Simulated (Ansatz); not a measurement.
Basis-set series for GaH4ISSi (`S[SiH2][GaH][I]`). The species carries charge 0 and has multiplicity 1. I takes the def2 core potential. The geometry is a stationary point of PBE0-D4/def2-TZVP. It is one conformer, not always the lowest.

```xyz
8

S    -0.494   -1.795   -1.257
Si   -0.802    0.255   -0.737
Ga    0.942    0.914    0.784
I     1.563   -0.967    2.330
H    -0.069   -2.142   -0.026
H    -0.770    1.014   -2.015
H    -2.127    0.496   -0.097
H     1.757    2.227    1.018
```

```json
{"functional": "PBE0-D4", "basis": "def2-SVP", "functions": "114", "energy (Eh)": "-2911.76490", "HOMO (eV)": "-7.21", "LUMO (eV)": "-2.37"}
{"functional": "PBE0-D4", "basis": "def2-QZVPP", "functions": "431", "energy (Eh)": "-2912.32948", "HOMO (eV)": "-7.27", "LUMO (eV)": "-2.39"}
{"functional": "ωB97M-V", "basis": "def2-SVP", "functions": "114", "energy (Eh)": "-2912.08274", "HOMO (eV)": "-9.21", "LUMO (eV)": "-0.63"}
{"functional": "ωB97M-V", "basis": "def2-QZVPP", "functions": "431", "energy (Eh)": "-2912.64465", "HOMO (eV)": "-9.31", "LUMO (eV)": "-0.73"}
```

Q: Give the rows for def2-TZVPP. (Best estimate.)

A: Ansatz gave: 
```csv
functional,basis,functions,energy (Eh),HOMO (eV),LUMO (eV)
PBE0-D4,def2-TZVPP,238,-2912.26340,-7.26,-2.37
ωB97M-V,def2-TZVPP,238,-2912.58077,-9.29,-0.66
```

Scalar relativity is left out up to krypton.
